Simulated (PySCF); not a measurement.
SMILES COC(=O)CCC#N (GFN2-xTB optimised geometry):

```
15

C      3.037    -1.327    -2.102
O      1.621    -1.273    -1.969
C      1.144    -0.391    -1.086
O      1.830     0.332    -0.417
C     -0.371    -0.435    -1.053
C     -0.917     0.532     0.000
C     -2.357     0.532     0.000
N     -3.500     0.521    -0.012
H      3.500    -1.545    -1.138
H      3.419    -0.372    -2.468
H      3.243    -2.120    -2.816
H     -0.741    -0.176    -2.048
H     -0.684    -1.460    -0.845
H     -0.561     1.545    -0.204
H     -0.562     0.246     0.994
```

Level of theory: PBE/def2-TZVP (PySCF).

**Question.** What are the frontier orbital energies and the dipole moment?

**Answer.** HOMO-2 -8.09 eV, HOMO-1 -7.72 eV, HOMO -6.88 eV, LUMO -1.31 eV, LUMO+1 -0.38 eV; dipole moment 4.35 D.

Meta-Löwdin charges at PBE/def2-TZVP: C1 -0.15, O2 -0.30, C3 0.48, O4 -0.44, C5 -0.25, C6 -0.23, C7 0.10, N8 -0.22, H9 0.13, H10 0.13, H11 0.14, H12 0.15, H13 0.15, H14 0.16, H15 0.16.
